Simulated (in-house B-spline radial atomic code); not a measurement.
**CAM-B3LYP excitations of Ca2+**

Method: CAM-B3LYP. Computed with a B-spline radial code for spherical atoms: linear response of the closed shell [Ne] 3s2 3p6 with the functional's adiabatic kernel; scalar-relativistic (spin-free one-electron X2C), finite nucleus, no spin-orbit coupling, no double excitations, S, P, D and F terms only. Only terms of natural parity with L up to 3 were computed.

Command:
```bash
python run_td.py task.json out
```
Settings (radii: box in bohr, nucleus in fm):
```
Z                        20
electrons                18
configuration            [Ne] 3s2 3p6
hamiltonian              x2c
method                   camb3lyp
box_radius               29.48
rms_radius               3.4776
intervals                74
```

Run time, properties included: 1.7 s on 1 thread of Arm Neoverse N1, with other jobs on the host.

The lowest states, in the order of their Tamm-Dancoff energies; the method's threshold (minus the highest occupied level) is 46.87 eV. Labels give the largest channel, * marks a mixed state, and oscillator strengths are full-response dipole values. Semilocal kernels can invert the small singlet-triplet splittings of Rydberg terms. Energies in eV:

| state | full response | Tamm-Dancoff | oscillator strength |
| --- | --- | --- | --- |
| 3p → 3d 3P | ? | ? | - |
| 3p → 3d 3F | 25.401 | 25.556 | - |
| 3p → 3d 1F | 27.587 | 27.593 | - |
| 3p → 4s 3P | 28.409 | 28.419 | - |
| 3p → 4s 1P | 28.877 | 28.887 | 0.443 |
| 3p → 4p 3S | 32.11 | 32.13 | - |
| 3p → 4p 3D | ? | ? | - |
| 3p → 4p 1D | 32.68 | 32.69 | - |
| 3p → 4p 1S | 34.19 | 34.35 | - |
| 3p → 3d 1P | 33.59 | 34.37 | 3.24 |

(1) Where does 3p → 4p 3D lie?

(2) Where does 3p → 3d 3P lie?

(3) How large is the singlet-triplet splitting of 3p → 3d (F terms) in Tamm-Dancoff?

(4) What polarisabilities and dispersion coefficient does the method give?

Answers

(1) At 32.42 eV in full response, 32.43 eV in Tamm-Dancoff.

(2) At 25.058 eV in full response, 25.151 eV in Tamm-Dancoff.

(3) 2.04 eV, from the unrounded values.

(4) Dipole 3.325 bohr³, quadrupole 7.408 bohr⁵, C6 11.01 hartree·bohr⁶ for two such species.
